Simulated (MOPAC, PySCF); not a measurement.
H$_{3}$B, SMILES `B`, neutral singlet in the gas phase. 

Z-matrix (Å, degrees):
```
B
H 1 1.1894
H 1 1.1894 2 120.00
H 1 1.1894 2 120.00 3 180.00
```
Charge 0, multiplicity 1.

All levels are single points at this geometry (B3LYP-D3(BJ)/def2-TZVP); Pople sets use spherical d functions. Orbital energies aren't observables, and empty levels follow the basis.

PBE-D3(BJ)/def2-TZVP in PySCF gives HOMO (eV) = -8.48.

Question: Estimate the HOMO (eV) from each of these levels: M06-2X/def2-TZVP in PySCF; B3LYP/6-311+G** in PySCF; B3LYP/6-31G* in PySCF; HF/3-21G in PySCF; HF/6-31G* in PySCF; HF/STO-3G in PySCF; AM1 in MOPAC; PM3 in MOPAC.

Answer: 
| level | HOMO (eV) |
|---|---|
| M06-2X/def2-TZVP in PySCF | -11.25 |
| B3LYP/6-311+G** in PySCF | -9.75 |
| B3LYP/6-31G* in PySCF | -9.58 |
| HF/3-21G in PySCF | -13.59 |
| HF/6-31G* in PySCF | -13.52 |
| HF/STO-3G in PySCF | -12.59 |
| AM1 in MOPAC | -11.86 |
| PM3 in MOPAC | -13.57 |
